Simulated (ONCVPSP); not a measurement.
**What one change does to a pseudopotential (gold, ONCV)**

ONCVPSP 4.0.1 input, shortened (lines: element, Z, core and valence counts, functional; n l f; lmax; l rc ep ncon nbas qcut; lloc lpopt rc5 dvloc0; l nproj debl; icmod fcfact rcfact), LDA (Perdew-Wang 92), fully relativistic:

```
  Au 79.00   10    3  -001012      upf
    1    0    2.00
    2    0    2.00
    2    1    6.00
    3    0    2.00
    3    1    6.00
    3    2   10.00
    4    0    2.00
    4    1    6.00
    4    2   10.00
    4    3   14.00
    5    0    2.00
    5    1    6.00
    5    2    9.00
    2
    0    1.65    0.00    4    9    7.30
    1    1.35    0.00    4    7   12.50
    2    1.65    0.00    4    8    8.30
    4    3    1.35    0.00
    0    3    3.80
    1    3    1.60
    2    1    0.70
    3    1.75    1.70
```

Open shells are filled in proportion to 2j + 1.

In the s channel the program set the typed energies aside and used -4.783, 0.050, 3.850 Ha. In the p channel the program set the typed energies aside and used -2.832, 0.250, 1.850 Ha (j = l + 1/2; the other j can differ).

Change: d: qcut 4.9.

Cutoffs: the cutoffs (Ha) at which the residual kinetic energy of the hardest occupied pseudo-wave falls to 1 and 0.1 mHa per electron; they do not see the model core or the augmentation charge, which bear on the density cutoff. Errors are all-electron minus pseudo energies relative to the spin-unpolarised reference configuration.

**Question.** How do hardness, ghosts and transferability respond?

**Answer.** The potential gets harder (48 Ha and 57 Ha → 77 Ha and 90 Ha); of the 4 tests that both files solve, the error grows in 2 and shrinks in 0 by more than 15 % and 0.3 meV (median size 1.9 → 3.6 meV); neither file shows a bound ghost.

| quantity | base | changed |
| --- | --- | --- |
| cutoff, loose | 48 Ha | 77 Ha |
| cutoff, tight | 57 Ha | 90 Ha |
| loose cutoff by channel | s 19 Ha, p 48 Ha, d 22 Ha | s 19 Ha, p 48 Ha, d 77 Ha |
| bound ghosts | none | none |
| GHOST(+) flags under 300 eV | none | none |
| error for 5s2 5p6 5d10 6s1, meV [ΔE -31.31 eV] | -1.6 | -4.9 |
| error for 5s2 5p6 5d10, meV [ΔE -21.52 eV] | -0.3 | -1.9 |
| error for 5s2 5p6 5d8, meV [ΔE 34.17 eV] | -2.2 | -2.3 |
| error for 5s2 5p6 5d9 6s2, meV [ΔE -29.68 eV] | -13 | -13 |
| s: phases at 1.67 bohr within 0.05 rad from the reference energy up to (Ha; the scan ends near 5) | to the end of the scan | to the end of the scan |
| p3/2: phases at 1.37 bohr within 0.05 rad from the reference energy up to (Ha; the scan ends near 5) | to the end of the scan | to the end of the scan |
| p1/2: phases at 1.37 bohr within 0.05 rad from the reference energy up to (Ha; the scan ends near 5) | to the end of the scan | to the end of the scan |
| d5/2: phases at 1.67 bohr within 0.05 rad from the reference energy up to (Ha; the scan ends near 5) | 2.5 | 2.8 |
| d3/2: phases at 1.67 bohr within 0.05 rad from the reference energy up to (Ha; the scan ends near 5) | 2.5 | 2.3 |
| rms error of d²Exc/dni dnj with the model core, mHa | 5.62 | 5.80 |
